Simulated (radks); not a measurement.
Values are calculated unless marked as measured or tabulated.
Problem. The table gives one normalised radial function P(r) = r R(r) (large component) of Ga in [Ar] 3d10 4s2 6s1 (r in bohr). Code: a radial shooting solver on a logarithmic mesh with Libxc functionals. Model: Dirac Kohn-Sham, PBEsol, spin-unpolarised, spherical densities, finite nucleus; Fermi nuclear charge, rms radius 3.9973 fm.

r,P
0.005927,0.0139
0.007656,0.0215
0.00997,0.0338
0.01288,0.0522
0.01664,0.0800
0.02166,0.1226
0.02798,0.1820
0.03644,0.2659
0.04707,0.3705
0.0608,0.4918
0.07917,0.6140
0.1023,0.6915
0.1321,0.6725
0.172,0.4888
0.2222,0.1213
0.2893,-0.4066
0.3737,-0.9231
0.4828,-1.2585
0.6286,-1.2849
0.812,-1.0315
1.049,-0.6586
1.366,-0.3205
1.764,-0.1195
2.297,-0.0301
2.968,-0.0051
3.834,-0.0005
4.992,0.0000
6.448,0.0000
8.396,0.0000
10.85,0.0000
14.01,0.0000
18.24,0.0000
23.57,0.0000
30.44,0.0000
39.64,0.0000

Which n and l does it have? It may be an empty orbital.

Solution. n = 3, l = 1: the number of nodes gives n - l - 1 = 1, the rise at small r points to l (for j = l - 1/2 the large component starts outside the nucleus as r^gamma with gamma = sqrt(l^2 - (Z/c)^2) = 0.97 and the r^(l+1) term takes over further out; the orbital of l - 1 with the same j starts with the same power, but with a larger coefficient, and does not steepen), and the extent must fit the shell. The curve is that of 3p1/2; the two j differ most near the nucleus, where j = l - 1/2 has the larger amplitude, and in heavy atoms j = l - 1/2 is also the more compact. 3p1/2: eigenvalue -107.15 eV, 1 radial node at r = 0.237 bohr, <r> = 0.672 bohr, 90 % of the charge inside 1.04 bohr.
